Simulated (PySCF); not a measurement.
Compound: C₅H₃N₂O (doublet state).
Cartesian coordinates in Å at the GFN2-xTB level; atoms count from 1:
```
atom  x, y, z in Å
N1    -1.9321   -2.3590    0.5753
C2    -1.3061   -1.3999    0.3894
C3    -0.5851   -0.2771    0.1541
C4    -0.6985    1.1759    0.4447
O5     0.5528    1.4225   -0.1977
C6     0.7364    0.0314   -0.4824
C7     1.8757   -0.5580    0.2000
N8     2.7491   -1.0155    0.7741
H9    -1.5270    1.7026   -0.0446
H10   -0.6833    1.4521    1.5068
H11    0.8235   -0.1724   -1.5607
```

The species is `N#C[C]1CO[C@H]1C#N` [radical].

Theory: UKS B3LYP, pcH-1 on C H N O, non-relativistic, mean-field spin-orbit, GIAO in PySCF. Geometry: GFN2-xTB; no solvent, vibrations or thermal averaging. Couplings are sensitive to structure, and on GFN2-xTB geometries they can be far from those on DFT ones. Stability of the SCF solution: not tested.

(1) The isotropic 13C couplings are +79.0, -59.8, +54.1, -32.5, -29.0 MHz. Assign them to C2; C3; C4; C6; C7.

(2) Match the computed a_iso(1H) values +99.5, +93.7, +80.3 MHz with the sites H9; H10; H11.

Results:

(1) 
```csv
site,a_iso (MHz),ρ(0) (bohr⁻³),position,distance from C3 (Å),spin population,largest |T| (MHz)
C2,-59.8,-0.0532,1 bond from C3,1.36,-0.21,22.7
C3,+79.0,+0.0702,largest spin population,0.00,+0.80,134.3
C4,-32.5,-0.0289,1 bond from C3,1.49,-0.07,2.3
C6,-29.0,-0.0258,1 bond from C3,1.50,-0.06,2.1
C7,+54.1,+0.0482,2 bonds from C3,2.48,+0.02,4.5
```

(2) 
| site | a_iso (MHz) | ρ(0) (bohr⁻³) | position | distance from C3 (Å) | bound to | spin population there | largest \|T\| (MHz) |
| --- | --- | --- | --- | --- | --- | --- | --- |
| H9 | +93.7 | +0.0210 | β, 2 bonds from C3 | 2.20 | C4 | -0.07 | 6.8 |
| H10 | +99.5 | +0.0223 | β, 2 bonds from C3 | 2.20 | C4 | -0.07 | 6.7 |
| H11 | +80.3 | +0.0180 | β, 2 bonds from C3 | 2.22 | C6 | -0.06 | 6.6 |

ρ(0) is the spin density at the nucleus and T the dipolar tensor. The Mulliken spin populations are largest on C3 (+0.80), N1 (+0.40), C2 (-0.21) and C4 (-0.07). The positive populations add up to 1.33 and the negative ones to -0.33, together 2S = 1. The angles at C3 add up to 360.0°, so it is planar.

Time: 41 s (grids of density and orbitals included); peak memory 0.90 GiB. Hardware: one thread of an AMD EPYC 7R43, shared host.
